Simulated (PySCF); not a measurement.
2-methylidene-3H-selenophene (C₅H₆Se), SMILES C1(=C)[Se]C=CC1.

The structure is a stationary point at PBE-D3(BJ)/def2-SVP. Other conformers were not sampled.

Two levels are set side by side: PBE/def2-TZVP (PySCF) and PBE0/def2-TZVP (PySCF). Same geometry, gas phase. Differences are taken from unrounded values.

| quantity | PBE0 | PBE | PBE minus PBE0 |
|---|---|---|---|
| orbital gap (eV) | 5.37 | 3.46 | -1.91 |
| highest occupied level (eV) | -5.66 | -4.70 | 0.96 |
| lowest empty level (eV) | -0.29 | -1.23 | -0.94 |
| dipole moment (D) | 1.50 | 1.39 | -0.11 |
| mean polarisability (bohr³) | 82.9 | 84.9 | 2.0 |

PBE's occupied levels lie high since its potential decays too fast outside the molecule; exact exchange lowers them and widens the gap. Differences between two approximate levels are no errors against the true value.

Rough cost on one machine, each run with all the roots and properties that it gave: PBE0 against PBE within a factor of 2.
